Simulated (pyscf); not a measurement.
# `[OH][Si]([OH])([F])[Cl]`, singlet

Gas-phase minimum from PySCF at ωB97X-D3(BJ)/def2-SVP, one conformer. 

SMILES: O[Si](O)(F)Cl
```xyz
7

O     -1.5625     0.5261    -1.0652
Si    -0.9389    -0.9766    -1.2593
O      0.5794    -0.8563    -1.8423
F     -0.9664    -1.7378     0.1637
Cl    -2.0284    -2.1248    -2.5365
H     -2.4181     0.6210    -0.6342
H      1.1136    -0.1178    -1.5309
```
Charge 0, spin multiplicity 1.

Bonded distances (Å): O1–Si2 1.638, O1–H6 0.963, Si2–O3 1.631, Si2–F4 1.614, Si2–Cl5 2.034, O3–H7 0.963. Angles (°): Si2–O1–H6 118.8, O1–Si2–O3 109.2, O1–Si2–F4 108.8, O1–Si2–Cl5 112.8, O3–Si2–F4 111.5, O3–Si2–Cl5 108.4, F4–Si2–Cl5 106.2, Si2–O3–H7 117.2.

Properties at ωB97X-D3(BJ)/def2-SVP:

```
Quantity                                                                                                                                                                                           Value
---------------------------------------------------------------------------------------------------------------------  ---------------------------------------------------------------------------------
Harmonic wavenumbers, unscaled                                                                                         129, 159, 240, 264, 327, 342, 350, 577, 776, 791, 876, 983, 1026, 3935, 3941 cm⁻¹
Zero-point energy                                                                                                                                                                          21.0 kcal/mol
Rotational symmetry number                                                                                                                                                                             1
Entropy of this conformer at 298 K and 1 atm, rigid rotor and harmonic oscillator, modes under 100 cm⁻¹ raised to 100                                                                    339.4 J/(mol K)
Dipole moment                                                                                                                                                                                     2.32 D
```

Single-point totals, which compare only within one level (frozen core for MP2 and CC):

| level | total energy (hartree) |
|---|---|
| ωB97X-D3(BJ)/def2-TZVP | -1001.61541 |
| PBE/def2-TZVP | -1000.96951 |
| r²SCAN/def2-TZVP | -1001.39722 |
| B3LYP-D3(BJ)/def2-TZVP | -1001.60391 |
| PBE0-D3(BJ)/def2-TZVP | -1001.03824 |
| M06-2X/def2-TZVP | -1001.44579 |
| ωB97M-D3(BJ)/def2-TZVP | -1001.70688 |
| HF/def2-TZVPP | -999.14934 |
| MP2/def2-TZVPP | -1000.17874 |
| CCSD/def2-TZVPP | -1000.19939 |
| CCSD(T)/def2-TZVPP | -1000.23620 |

Soft torsions are taken as harmonic, which can shift the entropy by several J/(mol K). The CCSD(T) − MP2 part came from Ansatz, without density fitting, on the same reference.
